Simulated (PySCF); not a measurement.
# C2H6Cl2GeS2: core ionisation energies

Species: Ge(SMe)2Cl2, C2H6Cl2GeS2.
Z-matrix (Å and degrees, PBE0-D3(BJ)/def2-SVP geometry), rows numbered from 1:
```
Ge
S   1  2.1877
C   2  1.8229  1   98.65
H   3  1.0982  2  110.85  1   -61.47
H   3  1.0981  2  105.89  1  -179.95
H   3  1.0982  2  110.95  1    61.54
S   1  2.1867  2  110.19  3   177.08
C   7  1.8231  1   97.95  2  -177.64
H   8  1.0984  7  110.87  1   -60.78
H   8  1.0976  7  106.05  1  -179.41
H   8  1.0983  7  110.75  1    61.89
Cl  1  2.1644  2  110.98  3    54.90
Cl  1  2.1662  2  111.51  3   -59.18
```

Computed with PySCF 2.14.0, delta-SCF UKS SCAN, pcX-2 on the ionised atom, pcseg-1 elsewhere, spin-free X2C. Each binding energy is the total energy of the core-ionised species, with the hole localised on one atom, minus that of the ground state; both are solved self-consistently, so orbital relaxation is included.

Q: What binding energy does each computed site have?

A: 
```csv
atom(s),bonded to,level,binding energy (eV),2p1/2 (eV),count
Cl12/Cl13,Ge,Cl 2p3/2,205.57,207.23,2
C3/C8,S and 3 H,C 1s,291.70,–,2
S2/S7,C and Ge,S 1s,2477.16,–,2
Cl12/Cl13,Ge,Cl 1s,2828.16,–,2
```

Q: Which effective nuclear charge Zeff reproduces each element's mean 1s value in the hydrogen-like formula E = 13.606 eV × Zeff²?

A: C (Z = 6): mean 291.7 eV, Zeff = 4.63, Z − Zeff = 1.37; S (Z = 16): mean 2477.2 eV, Zeff = 13.49, Z − Zeff = 2.51; Cl (Z = 17): mean 2828.2 eV, Zeff = 14.42, Z − Zeff = 2.58. Means run over the listed sites, weighted by atom count.

Q: Give the binding energy of C 1s of C3/C8 in hartree and in kJ/mol.

A: 291.70 eV = 10.7198 Eh = 28145 kJ/mol.

One atom of each set of topologically equivalent atoms was ionised and stands for the set; in this conformer not all members are related by symmetry, and their own values weren't computed. Not every level is listed. Spin–orbit coupling isn't in the SCF: each 2p doublet comes from a relaxed spin-free hole plus a matrix of the shell (mean-field spin–orbit coupling and the ground-state 2p splitting), with 2p3/2 averaged over its two sublevels. 2p1/2 minus 2p3/2 (ligand field included): Cl 1.65 eV. No level of germanium is listed. The structure is a single PBE0-D3(BJ)/def2-SVP conformer in the gas phase; no vibrational or solvent corrections.
